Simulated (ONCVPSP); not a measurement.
Configuration tests for fluorine (ONCV)

- Element: F
- Generator: ONCVPSP 4.0.1
- Type: optimised norm-conserving Vanderbilt (ONCV)
- Functional: PBE
- Relativity: non-relativistic
- Frozen core: [He]
- Valence charge: 7
- Reference configuration: 2s1 2p6
- Partial waves: 2s: rc 0.80 bohr, ncon 4, nbas 8, qcut 6.1 1/bohr, 2 projectors, debl 1.1 Ha; 2p: rc 1.30 bohr, ncon 5, nbas 9, qcut 13.4 1/bohr, 3 projectors, debl 2.5 Ha; d scattering state at 0.24 Ha: rc 1.10 bohr, ncon 4, nbas 9, qcut 7.6 1/bohr, 1 projector
- Local potential: polynomial inside 0.60 bohr (lpopt 5, dvloc0 6 Ha)
- Core correction: none

In the s channel the program set the typed energies aside and used -1.113, 0.250 Ha.

Energies are relative to the spin-unpolarised reference configuration 2s1 2p6; without spin polarisation the order of configurations can differ from experiment.

**Question.** Give the all-electron excitation energy and the error of the potential for: 2s2 2p5; 2s2 2p4; 2s2 2p3; 2s2 2p1.

**Answer.**

```csv
valence configuration,charge,ΔE all-electron (eV),error AE − PS (meV)
2s2 2p5,0,-18.724,+27
2s2 2p4,+1,0.678,+84
2s2 2p3,+2,39.072,+255
2s2 2p1,+4,185.513,+1625
```

Levels in the configuration 2s2 2p4:

```tsv
level	all-electron (eV)	pseudo (eV)
2s	-47.301	-47.322
2p	-28.318	-28.221
```
